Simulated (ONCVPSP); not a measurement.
## Plane-wave convergence, ONCV potential for rhodium

Rh, optimised norm-conserving Vanderbilt (ONCV), made with ONCVPSP 4.0.1 (PBE, scalar-relativistic). Core [Ar] 3d10, reference 4s2 4p6 4d8 5s1. Waves: 4s+5s: rc 1.90 bohr, ncon 4, nbas 7, qcut 7.3 1/bohr, 2 projectors; 4p: rc 1.60 bohr, ncon 5, nbas 9, qcut 7.8 1/bohr, 2 projectors, debl 2.6 Ha; 4d: rc 1.80 bohr, ncon 4, nbas 9, qcut 10.5 1/bohr, 3 projectors, debl 3.4 Ha. Local part: polynomial inside 1.50 bohr (lpopt 3, dvloc0 2 Ha). Core correction: Teter function, fcfact 3, rcfact 1.3.

Question: For each optimised wave give the share of its norm inside rc, the residual kinetic energy above qcut (Ha) and the cutoffs (Ha) for errors of 10, 1, 0.1 and 0.01 mHa per electron.

Answer:

```tsv
wave	norm inside rc	residual KE	10 mHa	1 mHa	0.1 mHa	0.01 mHa
4s	0.987	1.3e-07	5.9	14.2	18.6	21.7
5s	0.101	5.6e-07	4.8	14.0	19.3	22.9
4p	0.900	4.4e-05	11.9	15.5	27.5	87.8
p projector 2	0.044	2.0e-05	9.7	13.3	24.9	35.9
4d	0.695	2.4e-09	21.4	28.4	34.6	39.9
d projector 2	0.168	3.7e-09	23.3	30.6	37.4	42.8
d projector 3	0.099	4.9e-08	25.9	33.3	40.1	45.8
```

The occupied waves need 28 Ha and 35 Ha for 1 and 0.1 mHa.
